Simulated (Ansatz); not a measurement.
```yaml
crystal:
  periodic: [false, false, false]
  atoms:
    - {symbol: Ge, position_ang: [-0.561337, 0.008597, -0.396225]}
    - {symbol: N, position_ang: [-0.716535, -0.003443, 1.439827]}
    - {symbol: H, position_ang: [-0.336001, 0.804715, 1.911905]}
    - {symbol: H, position_ang: [-0.375206, -0.837841, 1.895948]}
    - {symbol: N, position_ang: [1.116718, -0.002697, -1.157364]}
    - {symbol: H, position_ang: [1.672178, -0.825269, -0.968634]}
    - {symbol: H, position_ang: [1.677863, 0.817787, -0.976565]}
    - {symbol: H, position_ang: [-1.224118, 1.309660, -0.867025]}
    - {symbol: H, position_ang: [-1.253572, -1.271508, -0.881877]}
basis:
  gaussian: {orbitals: 6-31G, fitting: {mean_field: cc-pVTZ-jkfit}}
hamiltonian: {xc: {name: wPBEh}}
output: {forces: true}
```

```sh
$ ansatz run in.yaml --threads 4 --pin off --events-out ev --progress --plain --max-ram 3916MiB
```

Shortened log:

```
Functional definition: wPBEh
545 factors; integrals over basis functions are off by at most 2.6e-2 eV
545 factors; integrals over basis functions are off by at most 1.8e-7 eV
mean field evaluation 1: about -59565.2486 eV, gradient 7.1e1 eV
mean field evaluation 2: about -59549.7700 eV, gradient 1.0e2 eV
mean field evaluation 4: about -59575.2611 eV, gradient 8.5e-1 eV
mean field evaluation 8: about -59575.2661 eV, gradient 7.1e-3 eV
mean field -59575.26613629 eV, -2189.3506489430 hartree, gradient 8.6e-5 eV, S^2 0.000000; 0 other end points of the search recorded, 0 dependent functions left out
reference -59575.26617342 eV, -2189.3506503072 hartree; 26, 26 occupied and 33, 33 virtual orbitals, 545 factors
Total energy: -59575.26617342 eV, -2189.3506503072 hartree
Atom 0 at    -0.561337     0.008597    -0.396225 Å, force    -0.504180     0.008829    -0.355923 eV/Å
Atom 1 at    -0.716535    -0.003443     1.439827 Å, force     0.767397    -0.019493    -0.157755 eV/Å
Atom 2 at    -0.336001     0.804715     1.911905 Å, force    -0.279696     0.322814     0.202835 eV/Å
Atom 3 at    -0.375206    -0.837841     1.895948 Å, force    -0.291457    -0.311687     0.198953 eV/Å
Atom 4 at     1.116718    -0.002697    -1.157364 Å, force     0.108537     0.004822     0.776118 eV/Å
Atom 5 at     1.672178    -0.825269    -0.968634 Å, force     0.091363    -0.320045    -0.336361 eV/Å
Atom 6 at     1.677863     0.817787    -0.976565 Å, force     0.095840     0.314923    -0.336489 eV/Å
Atom 7 at    -1.224118     1.309660    -0.867025 Å, force     0.007094     0.044958     0.003489 eV/Å
Atom 8 at    -1.253572    -1.271508    -0.881877 Å, force     0.005102    -0.045121     0.005134 eV/Å
Dipole moment:     0.473019    -0.007340     0.333903 e Å
```

Hardware: 4 threads of Arm Neoverse V1 on a shared host. Wall time 0.7 s.

The 6-31G sets use Cartesian d functions.
